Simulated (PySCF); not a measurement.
Method: PBE0/[Sb def2-TZVP with ECP28, O def2-TZVP, F def2-TZVP], scalar-relativistic core potentials, density fitting, no spin–orbit coupling, PySCF. Open shells, if any, are unrestricted.

Question: What shape and geometry does isolated singlet SbOF take (every ligand bound to Sb)?

Answer: Counting electrons, antimony keeps 2 of its valence electrons outside its bonds, so the VSEPR class is AX2E1 and the expected shape is bent; with unlike ligands the computed point group is Cs. The lowest minimum found is a singlet of Cs symmetry with Sb–F 1.916 Å, Sb–O 1.787 Å; F–Sb–O 103.1°. Its harmonic wavenumbers are 242 (a'), 610 (a'), 919 (a') cm⁻¹ and its dipole moment is 4.10 D.

Other isomers or separated fragments may lie lower.
